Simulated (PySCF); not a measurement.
Bonding in `CC(C)OC(=O)[SiH2]Cl`

Species: C₄H₉ClO₂Si.
Atom-mapped SMILES: `[CH3:1][CH:2]([CH3:3])[O:4][C:5](=[O:6])[SiH2:7][Cl:8]` (hydrogens: H9, H10, H11 on C1; H12 on C2; H13, H14, H15 on C3; H16, H17 on Si7)

Geometry (GFN2-xTB, Å), atoms numbered from 1 in this order:
```
atom  x, y, z in Å
C1    -1.946    0.228   -1.032
C2    -1.033   -0.223    0.097
C3    -1.260    0.575    1.376
O4     0.324   -0.033   -0.352
C5     1.285   -0.779    0.187
O6     1.100   -1.632    1.021
Si7    2.974   -0.278   -0.581
Cl8    3.247    1.668   -0.188
H9    -1.795    1.287   -1.225
H10   -1.728   -0.326   -1.941
H11   -2.983    0.061   -0.756
H12   -1.165   -1.294    0.302
H13   -1.092    1.633    1.188
H14   -2.278    0.430    1.725
H15   -0.574    0.240    2.151
H16    2.892   -0.472   -2.025
H17    4.025   -1.072    0.041
```

Bond orders from the PBE0/pcSseg-1 density (PySCF). Geometry: GFN2-xTB, one conformer, isolated molecule.

Q: How far do the computed orders between heavy atoms stray from the drawn ones?

A: The largest departure is 0.222, at C2–O4 (drawn single, 0.778). Drawn single, order below 0.88: C2–O4 (0.778) and C5–Si7 (0.800).

Q: Give the Mayer order of every bond between heavy atoms, beside its length.

A: 
| bond | drawn as | length (Å) | Mayer order |
| --- | --- | --- | --- |
| C1–C2 | single | 1.521 | 1.045 |
| C2–C3 | single | 1.524 | 1.044 |
| C2–O4 | single | 1.442 | 0.778 |
| O4–C5 | single | 1.330 | 1.089 |
| C5–O6 | double | 1.206 | 1.879 |
| C5–Si7 | single | 1.923 | 0.800 |
| Si7–Cl8 | single | 2.004 | 1.010 |

By pair of heavy elements: C–C: all 2 within 0.02 of one another (1.044 to 1.045). C–O: lowest C2–O4 (0.778, 1.442 Å), highest C5–O6 (1.879, 1.206 Å).

Q: And the bonds to hydrogen?

A: C–H: 0.94 to 0.96 (7 bonds); H–Si: 0.93 to 0.94 (2 bonds).

Q: Sum the orders of all bonds at each heavy atom with more than one neighbour and set the sums beside the valence in the SMILES.

A: C1 3.929 (drawn 4), C2 3.803 (drawn 4), C3 3.922 (drawn 4), O4 1.867 (drawn 2), C5 3.768 (drawn 4), Si7 3.679 (drawn 4). Orders between atoms that aren't bonded are not in these sums.

The Mayer order sums products of elements of PS (density times overlap matrix) between the two atoms' basis functions, so it depends on the basis set.
